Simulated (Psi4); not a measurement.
H₃B₃Cl₃N₃, charge +1, doublet (typed; the unrestricted solution is spin-contaminated), geometry from GFN2-xTB (a state made from the parent by changing its charge; the spin is typed, not shown lowest); CCSD(T)/STO-3G (Psi4).

Here is a job for Psi4.
```
memory 2 GB

molecule mol {
1 2
Cl   -1.651324   -2.578647   -0.803901
B    -0.749138   -1.169826   -0.364697
N    -1.398382    0.072670   -0.129615
B    -0.679033    1.244044    0.232320
Cl   -1.496793    2.742245    0.512104
N     0.733512    1.145425    0.357090
B     1.428171   -0.074218    0.132377
Cl    3.148117   -0.163598    0.291798
N     0.664870   -1.218095   -0.227475
H    -2.404911    0.124976   -0.222910
H     1.261480    1.969882    0.614117
H     1.143431   -2.094858   -0.391207
}

set {
  basis sto-3g
  reference uhf
}

energy('ccsd(t)')
print_variables()
```

Output, abridged:

```
   => Loading Basis Set <=

    Name: STO-3G
    Role: ORBITAL
    Keyword: BASIS

         ---------------------------------------------------------
                                   SCF
               by Justin Turney, Rob Parrish, Andy Simmonett
                          and Daniel G. A. Smith
                              UHF Reference
         ---------------------------------------------------------

  ==> Geometry <==

    Molecular point group: c1
    Full point group: C1

    Geometry (in Angstrom), charge = 1, multiplicity = 2:

       Center              X                  Y                   Z               Mass
    ------------   -----------------  -----------------  -----------------  -----------------
         CL          -1.651324000000    -2.578647000000    -0.803901191121    34.968852682000
         B           -0.749138000000    -1.169826000000    -0.364697191121    11.009305360000
         N           -1.398382000000     0.072670000000    -0.129615191121    14.003074004430
         B           -0.679033000000     1.244044000000     0.232319808879    11.009305360000
         CL          -1.496793000000     2.742245000000     0.512103808879    34.968852682000
         N            0.733512000000     1.145425000000     0.357089808879    14.003074004430
         B            1.428171000000    -0.074218000000     0.132376808879    11.009305360000
         CL           3.148117000000    -0.163598000000     0.291797808879    34.968852682000
         N            0.664870000000    -1.218095000000    -0.227475191121    14.003074004430
         H           -2.404911000000     0.124976000000    -0.222910191121     1.007825032230
         H            1.261480000000     1.969882000000     0.614116808879     1.007825032230
         H            1.143431000000    -2.094858000000    -0.391207191121     1.007825032230

  Running in c1 symmetry.

  Rotational constants: A =      0.02763  B =      0.02763  C =      0.01381 [cm^-1]
  Rotational constants: A =    828.27487  B =    828.27453  C =    414.13735 [MHz]
  Nuclear repulsion =  603.573814925044758

  Charge       = 1
  Multiplicity = 2
  Electrons    = 89
  Nalpha       = 45
  Nbeta        = 44

  ==> Algorithm <==

  SCF Algorithm Type is PK.
  DIIS enabled.
  MOM disabled.
  Fractional occupation disabled.
  Guess Type is SAD.
  Energy threshold   = 1.00e-08
  Density threshold  = 1.00e-08
  Integral threshold = 1.00e-12

  ==> Primary Basis <==

  Basis Set: STO-3G
    Blend: STO-3G
    Number of shells: 36
    Number of basis functions: 60
    Number of Cartesian functions: 60
    Spherical Harmonics?: true
    Max angular momentum: 1

  ==> Integral Setup <==

  Using in-core PK algorithm.
   Calculation information:
      Number of atoms:                  12
      Number of AO shells:              36
      Number of primitives:            108
      Number of atomic orbitals:        60
      Number of basis functions:        60

      Integral cutoff                 1.00e-12
      Number of threads:                 1

  Performing in-core PK
  Using 3350730 doubles for integral storage.
  We computed 145083 shell quartets total.
  Whereas there are 222111 unique shell quartets.

  ==> DiskJK: Disk-Based J/K Matrices <==

    J tasked:                  Yes
    K tasked:                  Yes
    wK tasked:                  No
    Schwarz Cutoff:          1E-12

  Minimum eigenvalue in the overlap matrix is 2.1051276523E-01.
  Reciprocal condition number of the overlap matrix is 8.3518923495E-02.
    Using symmetric orthogonalization.

  ==> Pre-Iterations <==

  SCF Guess: Superposition of Atomic Densities via on-the-fly atomic UHF (no occupation information).

   -------------------------
    Irrep   Nso     Nmo
   -------------------------
     A         60      60
   -------------------------
    Total      60      60
   -------------------------

  ==> Iterations <==

                        Total Energy        Delta E     RMS |[F,P]|

   @UHF iter SAD: -1596.31769143642100   -1.59632e+03   0.00000e+00
   @UHF iter   1: -1599.79189292914862   -3.47420e+00   7.57096e-03 ADIIS/DIIS
   @UHF iter   2: -1599.97217920995513   -1.80286e-01   2.54755e-03 ADIIS/DIIS
   @UHF iter   3: -1599.99277407154250   -2.05949e-02   8.03906e-04 ADIIS/DIIS
   @UHF iter   4: -1599.99709513643143   -4.32106e-03   4.07628e-04 ADIIS/DIIS
   @UHF iter   5: -1599.99888686647364   -1.79173e-03   2.13510e-04 ADIIS/DIIS
   @UHF iter   6: -1599.99943714643837   -5.50280e-04   7.95130e-05 DIIS
   @UHF iter   7: -1599.99954468727856   -1.07541e-04   7.95005e-05 DIIS
   @UHF iter   8: -1599.99960329288569   -5.86056e-05   7.67287e-05 DIIS
   @UHF iter   9: -1599.99962758808351   -2.42952e-05   7.85875e-05 DIIS
   @UHF iter  10: -1599.99921731123322    4.10277e-04   4.69383e-05 DIIS
   @UHF iter  11: -1599.99909908000882    1.18231e-04   2.96452e-05 DIIS
   @UHF iter  12: -1599.99910096543408   -1.88543e-06   1.24557e-05 DIIS
   @UHF iter  13: -1599.99910090392427    6.15098e-08   4.76237e-06 DIIS
   @UHF iter  14: -1599.99910083279633    7.11279e-08   2.03900e-06 DIIS
   @UHF iter  15: -1599.99910087666717   -4.38708e-08   6.94233e-07 DIIS
   @UHF iter  16: -1599.99910087965122   -2.98405e-09   3.45449e-07 DIIS
   @UHF iter  17: -1599.99910088075217   -1.10094e-09   8.38986e-08 DIIS
   @UHF iter  18: -1599.99910088079446   -4.22915e-11   2.82014e-08 DIIS
   @UHF iter  19: -1599.99910088080105   -6.59384e-12   1.07848e-08 DIIS
   @UHF iter  20: -1599.99910088079992    1.13687e-12   2.94080e-09 DIIS
  Energy and wave function converged.

  ==> Post-Iterations <==

   @Spin Contamination Metric:   1.350878717E-01
   @S^2 Expected:                7.500000000E-01
   @S^2 Observed:                8.850878717E-01
   @S   Expected:                5.000000000E-01
   @S   Observed:                5.000000000E-01

    Orbital Energies [Eh]
    ---------------------

    Alpha Occupied:

[...]
    Alpha Virtual:

[...]
    Beta Occupied:

[...]
    Beta Virtual:

[...]
  @UHF Final Energy: -1599.99910088079992
    Total Energy =                      -1599.9991008807999151
[...]
     6        -0.354007677982279    3.295e-03    0.025005    0.000000    0.000000    0.000000
     7        -0.353994603000116    1.524e-03    0.025100    0.000000    0.000000    0.000000
     8        -0.354006222553590    8.124e-04    0.025177    0.000000    0.000000    0.000000
     9        -0.354006694744567    3.454e-04    0.025198    0.000000    0.000000    0.000000
    10        -0.353998986554508    1.596e-04    0.025209    0.000000    0.000000    0.000000
    11        -0.353998427316854    5.874e-05    0.025214    0.000000    0.000000    0.000000
    12        -0.353996911388314    2.091e-05    0.025214    0.000000    0.000000    0.000000
    13        -0.353997341405215    8.905e-06    0.025214    0.000000    0.000000    0.000000
    14        -0.353997629900959    3.908e-06    0.025214    0.000000    0.000000    0.000000
    15        -0.353997840613146    1.936e-06    0.025214    0.000000    0.000000    0.000000
    16        -0.353997951406886    8.919e-07    0.025215    0.000000    0.000000    0.000000
    17        -0.353997982396901    3.787e-07    0.025215    0.000000    0.000000    0.000000
    18        -0.353997993227960    1.893e-07    0.025215    0.000000    0.000000    0.000000
    19        -0.353998000739697    1.184e-07    0.025215    0.000000    0.000000    0.000000
    20        -0.353998000437148    9.596e-08    0.025215    0.000000    0.000000    0.000000

    Iterations converged.

    Largest TIA Amplitudes:
             38   1        -0.0776420260
             32   2        -0.0701451398
             34   0        -0.0626141482
             32   1         0.0562987267
             44   1         0.0248369662
             39   0        -0.0228508418
             38   2        -0.0135571948
             35   3         0.0120263587
             37   6         0.0113269922
             21   5        -0.0110803075

    Largest Tia Amplitudes:
             38   0        -0.1496734860
             43   4        -0.0644798379
             33   1        -0.0607812518
             43   1         0.0499395328
             37   4        -0.0298068728
             38   2        -0.0207046341
             37   1        -0.0162948471
             42   1         0.0124371142
             34   3         0.0096799782
             36   6         0.0078386219

    Largest TIJAB Amplitudes:
     42  37   6   1         0.0152709135
     38  34   1   0         0.0138929554
     39  36   4   0        -0.0137034539
     39  35   3   0        -0.0108409023
     42  37   3   1        -0.0104146974
     44  34   1   0        -0.0091507727
     38  35   4   0        -0.0090990310
     42  37   6   2        -0.0088069924
     38  31  12   2         0.0082036774
     38  31  12   1         0.0080704436

    Largest Tijab Amplitudes:
     38  35   5   0        -0.0235541404
     43  33   2   0        -0.0218800238
     43  30  12   0        -0.0188550923
     43  42   2   0         0.0167851299
     38  34   3   0        -0.0165347336
     42  35   3   0        -0.0148590309
     43  30   9   0        -0.0147869452
     37  33   2   0        -0.0139773532
     43  38   1   0        -0.0132783833
     42  35   6   0        -0.0126016156

    Largest TIjAb Amplitudes:
     34  43   2   0        -0.0651269636
     34  43   1   0         0.0647431137
     38  43   0   0         0.0368555684
     34  33   1   0        -0.0361292110
     32  43   0   0        -0.0341256573
     39  38   0   0        -0.0334932906
     34  37   1   0         0.0325375647
     34  37   2   0        -0.0324588787
     38  33   0   0        -0.0307568279
     34  43   1   2        -0.0304677503

    SCF energy       (wfn)                    = -1599.999100880799915
    Reference energy (file100)                = -1599.999100880798778

    Opposite-spin MP2 correlation energy      =   -0.227329196788971
    Same-spin MP2 correlation energy          =   -0.065457445676197
    Singles MP2 correlation energy            =   -0.000000000000000
    MP2 correlation energy                    =   -0.292786642465168
      * MP2 total energy                      = -1600.291887523263995

    Opposite-spin CCSD correlation energy     =   -0.290606575610252
    Same-spin CCSD correlation energy         =   -0.063391424826896
    Singles CCSD correlation energy           =   -0.000000000000000
    CCSD correlation energy                   =   -0.353998000437148
      * CCSD total energy                     = -1600.353098881235837

            **************************
            *                        *
            *        CCTRIPLES       *
            *                        *
            **************************

    Wave function   =    CCSD_T
    Reference wfn   =      UHF

    Nuclear Rep. energy (wfn)                =  603.573814925044758
    SCF energy          (wfn)                = -1599.999100880799915
    Reference energy    (file100)            = -1599.999100880798778
    CCSD energy         (file100)            =   -0.353998000437148
    Total CCSD energy   (file100)            = -1600.353098881235837

    Number of ijk index combinations:
    Spin Case AAA:                               14190
    Spin Case BBB:                               13244
    Spin Case AAB:                               43560
    Spin Case ABB:                               42570
    AAA (T) energy                             =   -0.000204708411067
    BBB (T) energy                             =   -0.000384019721208
    AAB (T) energy                             =   -0.005047798738914
    ABB (T) energy                             =   -0.006378889885186
    (T) energy                                   =   -0.012015416756375
      * CCSD(T) total energy                     = -1600.365114297992250

  Variable Map:
  ----------------------------------------------------------------------------
[...]
  Array Variable Map:
  ----------------------------------------------------------------------------
[...]
[...]
```
